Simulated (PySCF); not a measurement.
# Reading the logs of faulty runs: B3H4O anion

Calculated results; nothing here was measured. They come from PySCF 2.14.0, an open-source quantum chemistry program, on an isolated molecule that a program drew, which may never have been made. The molecule is B3H4O anion (charge -1, singlet), drawn as the SMILES string `B[BH2-]B=O`.

Each row is a Hartree-Fock (HF) and frozen-core CCSD(T) single point in the aug-cc-pVDZ basis, meant for a local HF minimum. Run 1 is clean. Each other run has one planted mistake out of seven kinds, and not every kind appears here: one electron removed, one electron added, multiplicity raised by two, geometry at a saddle point, minimal basis STO-3G, one bond length entered in bohr, all coordinates scaled. The reference is restricted for singlets and unrestricted otherwise, and also for a bond in bohr. Adding or removing an electron swaps singlet and doublet. Electrons count all cores. HOMO and LUMO are orbital energies over both spins, the gradient is its largest component, and the lowest frequency (negative if imaginary) is given only where the gradient is small. Bond lengths are over the 7 bonds as drawn. T1 is the CCSD diagnostic: over 0.02 (restricted) or 0.045 (unrestricted) a single reference is doubtful.

Geometry of the clean run:
```xyz
8
B3H4O anion, angstrom
B    -1.3397    0.8604    0.0280
B    -0.5304   -0.1199    1.1793
B     1.1265   -0.0502    0.7657
O     2.3004    0.0009    0.4700
H    -1.7487    0.4519   -1.0483
H    -1.5361    2.0582    0.1668
H    -0.6139    0.3060    2.3375
H    -0.8480   -1.3139    1.1177
```

| run | electrons | basis functions | <S^2> | HOMO (eV) | LUMO (eV) | gradient (hartree/bohr) | lowest frequency (cm^-1) | mean bond (Å) | longest bond (Å) | T1 | HF (hartree) | CCSD(T) (hartree) | mistake |
|---|---|---|---|---|---|---|---|---|---|---|---|---|---|
| 1 | 28 | 128 | 0.000 | -5.46 | 3.65 | 2.5e-05 | 122 | 1.3647 | 1.715 | 0.0180 | -151.30754 | -151.84301 | no fault |
| 2 | 27 | 128 | 0.760 | -12.63 | -2.27 | 7.3e-02 | - | 1.3647 | 1.715 | 0.0234 | -151.16815 | -151.67582 | one electron removed |
| 3 | 28 | 24 | 0.000 | -2.07 | 13.13 | 5.3e-02 | - | 1.3647 | 1.715 | 0.0196 | -149.20955 | -149.43889 | minimal basis STO-3G |
| 4 | 28 | 128 | 0.000 | -4.12 | 3.35 | 3.2e-02 | - | 1.5820 | 3.230 | 0.0264 | -151.21495 | -151.74070 | ? |
| 5 | 28 | 128 | 0.000 | -5.51 | 3.64 | 4.8e-02 | - | 1.4002 | 1.760 | 0.0187 | -151.30332 | -151.84207 | ? |

**Which mistake was planted in run 4, and what did it cost?**

The mean bond changes by a factor of 1.159 and the longest by 1.883, so the molecule wasn't scaled as a whole. A length L in bohr read as angstrom grows by (1/0.5292 - 1) L = 0.890 L. The 7 bonds together grew by 7 x 0.2173 = 1.521 Å, which gives L = 1.710 Å. That is the length of one of the B-B bonds, 1.709 Å in the clean geometry. So the mistake is: one bond length entered in bohr. Subtracting run 1 and multiplying by 627.51 kcal/mol a hartree, the energy moved by 58.1 kcal/mol in HF and 64.2 kcal/mol in CCSD(T).

**Which mistake was planted in run 5, and what did it cost?**

The mean and the longest bond both change by the same factor, 1.026, and the gradient is no longer small. So the mistake is: all coordinates scaled. Subtracting run 1 and multiplying by 627.51 kcal/mol a hartree, the energy moved by 2.6 kcal/mol in HF and 0.6 kcal/mol in CCSD(T).

